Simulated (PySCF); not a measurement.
**Assigning NMR signals**

Numbering as in the mapped SMILES `[CH3:1][C:2]([CH3:3])([CH3:4])[B:5]([OH:6])[OH:7]`. Hydrogens are named by the atom that carries them.

Computed data (PySCF): PBE0-D3(BJ)/def2-SVP geometry, σ from GIAO-PBE0/pcSseg-1, couplings computed with B3LYP/pcJ-1 (spin–dipole term only in couplings to heteroatoms). Equivalent nuclei averaged, relativity neglected, single conformer, no solvent model.

δ = σ(ref) − σ, references computed at the same level: ¹³C (σ = 184.41 ppm), ¹H (σ = 31.27 ppm) vs TMS.

Task: Assign these signals to the numbered atoms. ¹³C{¹H} NMR (computed): δ 27.9 (CH3), 17.6 (C).

Result: 
| δ (ppm) | atoms | environment | reason |
| --- | --- | --- | --- |
| 27.9 | C1/C3/C4 | methyl carbon | saturated and bonded to C and H only |
| 17.6 | C2 | fully substituted sp3 carbon bonded to B | – |

Task: Assign these signals to the numbered atoms. ¹H NMR (400 MHz, computed): δ 3.84 (br s, 2H), 0.94 (s, 9H).

Result: 
3.84 → H(O6)/H(O7), hydrogen on an oxygen bonded to B: labile proton, position sensitive to the medium
0.94 → H(C1)/H(C3)/H(C4), hydrogen on a methyl carbon

OH/NH shifts are gas-phase values; hydrogen bonding in solution moves them, usually downfield. A carbon bonded to boron is broadened by the quadrupolar boron nucleus and is often missing from a measured spectrum. Shifts are as computed. Against solution values, carbons near 30 ppm lie about +2 ppm off and those near 130 ppm about +5 ppm. Of 1309 compounds with measured shifts, 239 miss one by over three times the rms of a fit or turn the order of signals round; such compounds aren't used in these exercises.
